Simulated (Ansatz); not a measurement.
The cluster Ge8Ir⁻ (the lowest singlet isomer of a short search), 9 atoms. Hardware: 6 threads of Intel Xeon on a shared host.

In the def2 sets Ir takes a core potential; there is no spin–orbit coupling.

Q: How many basis functions does each of these Ansatz runs have, and roughly what does it cost? r2SCAN-D4/def2-SVP, charge -1 triplet, energy, from earlier orbitals; r2SCAN-D4/def2-SVP, charge 0 doublet at the geometry of the charge -1 singlet, energy, from earlier orbitals; r2SCAN-D4/def2-SVP, charge -1 singlet, energy, from earlier orbitals; PBE-D4/def2-SVP, charge -1 quintet, energy, from earlier orbitals; PBE-D4/def2-SVP, charge -1 triplet, energy, from earlier orbitals; PBE-D4/def2-SVP, charge -1 quintet, relaxation, 17 steps; PBE-D4/def2-SVP, charge -1 triplet, relaxation, 18 steps; PBE-D4/def2-SVPD, charge -1 singlet, energy, from earlier orbitals; PBE-D4/def2-SVP, charge -1 singlet, relaxation, 22 steps; PBE-D4/def2-SVP, charge 0 doublet at the geometry of the charge -1 singlet, energy; PBE-D4/def2-SVP, charge -1 singlet, energy, from earlier orbitals; PBE0-D4/def2-SVP, charge -1 singlet, energy and forces, from earlier orbitals.

A: Other jobs shared the machine, so times can vary by a factor of up to 3.

```csv
run,functions,fitting or Cholesky vectors,wall time,peak host memory (GiB)
"PBE-D4/def2-SVP, charge -1 singlet, energy, from earlier orbitals",288,3102,12 s,0.94
"PBE-D4/def2-SVP, charge -1 quintet, energy, from earlier orbitals",288,3102,16 s,1
"PBE-D4/def2-SVPD, charge -1 singlet, energy, from earlier orbitals",339,3574,17 s,1.3
"PBE-D4/def2-SVP, charge -1 triplet, energy, from earlier orbitals",288,3102,20 s,1
"r2SCAN-D4/def2-SVP, charge -1 singlet, energy, from earlier orbitals",288,3102,26 s,1
"PBE-D4/def2-SVP, charge 0 doublet at the geometry of the charge -1 singlet, energy",288,3102,39 s,1.1
"PBE0-D4/def2-SVP, charge -1 singlet, energy and forces, from earlier orbitals",288,2848,47 s,1.9
"r2SCAN-D4/def2-SVP, charge -1 triplet, energy, from earlier orbitals",288,3102,77 s,1.3
"r2SCAN-D4/def2-SVP, charge 0 doublet at the geometry of the charge -1 singlet, energy, from earlier orbitals",288,3102,84 s,1.3
"PBE-D4/def2-SVP, charge -1 singlet, relaxation, 22 steps",288,3102,3.8 min,0.97
"PBE-D4/def2-SVP, charge -1 quintet, relaxation, 17 steps",288,3102,5.1 min,1.1
"PBE-D4/def2-SVP, charge -1 triplet, relaxation, 18 steps",288,3102,5.5 min,1.1
```
